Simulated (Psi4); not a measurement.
Psi4 input (wB97X-D/6-311+G**):

```
memory 1500 MB

molecule {
-1 1
B    -0.23858200   -0.00199100   -1.32852100
H    -0.34039400    1.05302600   -1.89939800
H    -0.34121800   -1.05871300   -1.89608600
C     0.01327500    0.00011100    0.07392100
O     0.22435900    0.00187200    1.24932000
symmetry c1
no_reorient
no_com
}

set {
  basis 6-311+G**
  reference rks
  scf_type pk
  dft_radial_points 99
  dft_spherical_points 590
  e_convergence 1e-8
  d_convergence 1e-7
  maxiter 150
}

e = energy('wb97x-d')
print_out(f'\nFINAL {e:.10f} DIPOLE {variable("CURRENT DIPOLE")[0]:.6f} {variable("CURRENT DIPOLE")[1]:.6f} {variable("CURRENT DIPOLE")[2]:.6f}\n')
```

From the output:

```
       7A     -0.303372     8A     -0.295826     9A     -0.259710
      10A     -0.203561    11A     -0.034255

    Virtual:

      12A      0.181733    13A      0.207268    14A      0.210216
      15A      0.212746    16A      0.251584    17A      0.259627
      18A      0.293521    19A      0.296447    20A      0.342390
      21A      0.364093    22A      0.390074    23A      0.453887
      24A      0.477079    25A      0.481409    26A      0.492074
      27A      0.494608    28A      0.546459    29A      0.646037
      30A      0.654895    31A      0.673320    32A      0.727818
      33A      0.823708    34A      0.848880    35A      0.863146
      36A      0.920455    37A      1.001757    38A      1.067879
      39A      1.142666    40A      1.187105    41A      1.243907
      42A      1.337805    43A      1.354131    44A      1.380319
      45A      1.395352    46A      1.410289    47A      1.591420
      48A      1.649721    49A      1.707302    50A      1.724406
      51A      1.880940    52A      1.935665    53A      2.051821
      54A      2.118513    55A      2.166723    56A      2.249200
      57A      2.254696    58A      2.378023    59A      2.461337
      60A      2.852344    61A      2.879249    62A      2.944546
      63A      3.040567    64A      3.041440    65A      3.050378
      66A      3.124804    67A      3.158681    68A      3.202505
      69A      3.698757    70A      3.724006    71A      3.781769
      72A      4.091822    73A      5.348494    74A      5.352523
      75A      5.932773    76A     15.112088    77A     24.333310
      78A     50.318813

    Final Occupation by Irrep:
              A
    DOCC [    11 ]
    NA   [    11 ]
    NB   [    11 ]

  @RKS Final Energy:  -139.36862414870561

   => Energetics <=

    Nuclear Repulsion Energy =             50.4581578773206445
    One-Electron Energy =                -293.3296305748567647
    Two-Electron Energy =                 116.5494059458081040
    DFT Exchange-Correlation Energy =     -13.0459756543896486
    Empirical Dispersion Energy =          -0.0005817425879425
    VV10 Nonlocal Energy =                  0.0000000000000000
    Total Energy =                       -139.3686241487056066

Computation Completed

Properties will be evaluated at   0.000000,   0.000000,   0.000000 [a0]

Properties computed using the SCF density matrix

 Multipole Moments:

 ------------------------------------------------------------------------------------
     Multipole            Electronic (a.u.)      Nuclear  (a.u.)        Total (a.u.)
 ------------------------------------------------------------------------------------

 L = 1.  Multiply by 2.5417464519 to convert [e a0] to [Debye]
 Dipole X            :          0.1911972            0.0000000            0.1911972
 Dipole Y            :          0.0015951           -0.0000000            0.0015951
 Dipole Z            :          1.0646710           -0.0000057            1.0646653
 Magnitude           :                                                    1.0816983

 ------------------------------------------------------------------------------------

FINAL -139.3686241487 DIPOLE 0.191197 0.001595 1.064665

*** Psi4 exiting successfully. Buy a developer a beer!
```

The dipole moment of an ion depends on the origin.

The geometry given is a B3LYP-D3(BJ)/def2-TZVP minimum.
